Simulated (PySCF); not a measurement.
**J couplings in [C4H3N2O2]-**

Bonds (- single, = double, # triple, : aromatic): O1=C2 1.230 Å, C2-O3 1.249 Å, C2-C4 1.547 Å, C4:N5 1.316 Å, N5:C6 1.357 Å, C6:C7 1.368 Å, C7:N8 1.361 Å, N8:C4 1.357 Å. C6 carries H9; C7 carries H10; N8 carries H11. Formal charges: O3 -1.

Total charge -1.

Method: B3LYP/pcJ-1 (spin–dipole term only in couplings to heteroatoms)//GFN2-xTB, PySCF 2.14.0 with density-fitted response routines; isolated molecule, single conformer, non-relativistic. Couplings are averaged over pairs made equivalent by symmetry, fast rotation or ring inversion, so a value needn't be that of the named pair in this geometry, while other rotamers aren't included; one pair stands for each set, and the list holds a selection of those of at least 1.5 Hz over up to four bonds, among pairs with at least one C or N or H atom (others weren't computed).

Isotopes: ¹³C, ¹H, ¹⁵N, ¹⁷O. Couplings to quadrupolar nuclei such as 17O and 33S are rarely resolved in practice.

```json
{"pair": "O1, C2", "bonds": "1", "J (Hz)": "27.3"}
{"pair": "C2, C4", "bonds": "1", "J (Hz)": "?"}
{"pair": "C4, N5", "bonds": "1", "J (Hz)": "2.2"}
{"pair": "C4, N8", "bonds": "1", "J (Hz)": "?"}
{"pair": "N5, C6", "bonds": "1", "J (Hz)": "4.0"}
{"pair": "C6, C7", "bonds": "1", "J (Hz)": "71.8"}
{"pair": "C6, H9", "bonds": "1", "J (Hz)": "182.1"}
{"pair": "C7, N8", "bonds": "1", "J (Hz)": "-16.9"}
{"pair": "C7, H10", "bonds": "1", "J (Hz)": "181.1"}
{"pair": "N8, H11", "bonds": "1", "J (Hz)": "-103.4"}
{"pair": "C2, N5", "bonds": "2", "J (Hz)": "-6.0"}
{"pair": "C2, N8", "bonds": "2", "J (Hz)": "?"}
{"pair": "C4, C7", "bonds": "2", "J (Hz)": "8.4"}
{"pair": "C4, H11", "bonds": "2", "J (Hz)": "3.6"}
{"pair": "N5, N8", "bonds": "2", "J (Hz)": "?"}
{"pair": "N5, H9", "bonds": "2", "J (Hz)": "?"}
{"pair": "C6, N8", "bonds": "2", "J (Hz)": "-6.8"}
{"pair": "C6, H10", "bonds": "2", "J (Hz)": "10.0"}
{"pair": "C7, H9", "bonds": "2", "J (Hz)": "?"}
{"pair": "C7, H11", "bonds": "2", "J (Hz)": "9.2"}
{"pair": "N8, H10", "bonds": "2", "J (Hz)": "?"}
{"pair": "C2, C6", "bonds": "3", "J (Hz)": "5.1"}
{"pair": "C4, H9", "bonds": "3", "J (Hz)": "10.1"}
{"pair": "N8, H9", "bonds": "3", "J (Hz)": "?"}
{"pair": "H10, H11", "bonds": "3", "J (Hz)": "2.0"}
{"pair": "H9, H11", "bonds": "4", "J (Hz)": "2.1"}
```

**Question.** Estimate the withheld couplings, with signs.

**Answer.** 
- ¹J(C2,C4) = 71.8 Hz (bond length 1.547 Å)
- ¹J(C4,N8) = -9.4 Hz (bond length 1.357 Å)
- ²J(C2,N8) = -3.3 Hz (angle at C4 116°)
- ²J(N5,N8) = -2.0 Hz (angle at C4 111°)
- ²J(N5,H9) = -10.9 Hz (angle at C6 121°)
- ²J(C7,H9) = 18.5 Hz (angle at C6 128°)
- ²J(N8,H10) = -4.6 Hz (angle at C7 123°)
- ³J(N8,H9) = -2.5 Hz (dihedral angle 180°)
